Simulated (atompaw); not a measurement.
# Pseudopotential generation for Ni: PAW (atompaw), LDA (PW92), scalar-relativistic.

| Item | Value |
| --- | --- |
| Element | nickel |
| Generator | atompaw 4.2.0.5 |
| Type | PAW |
| Functional | LDA (PW92) |
| Relativity | scalar-relativistic |
| Frozen core | [Ne] |
| Valence charge | 18 |
| Reference configuration | 3s2 3p6 3d8 4s2 4p0 |
| Partial waves | 3s (bound): rc 1.00 bohr; 4s (bound): rc 1.40 bohr; 3p (bound): rc 1.20 bohr; 4p (bound, empty): rc 1.25 bohr; 3d (bound): rc 1.65 bohr; 3d channel at 3.9 Ry: rc 1.65 bohr |
| Local potential | bessel scheme, radius 1.25 bohr |
| Core correction | smooth core density matched at 0.85 bohr |
| Augmentation charge | gaussian compensation charge, radius 1.25 bohr; PAW radius 1.65 bohr; waves and projectors: custom rrkj vanderbiltortho |

Calculated quality:

| Property | Result |
| --- | --- |
| Cutoffs needed | 70 Ry and 120 Ry (the cutoffs (Ry, on a coarse ladder) from which the occupation-weighted sum of valence levels, in a spherical-Bessel basis at the reference potential, stays within 10 and 1 mRy of its value at 400 Ry) |
| Ghost test | no extra level below or beside the all-electron valence levels (s, p, d, f tested) (spherical-Bessel basis up to 400 Ry, 20 bohr box) |
| Lowest eigenvalue of the overlap operator | 0.08 (s channel) |
| Overlap eigenvalues printed by atompaw (projector basis) | 0.0668, 0.414, 1.92, 24.6, 110, 355 |
| Share of each valence orbital outside the PAW sphere | 3s 1 %, 4s 87 %, 3p 2 %, 4p 97 %, 3d 13 % |

Generation and tests took about 5.1 s on one core of a shared server CPU.
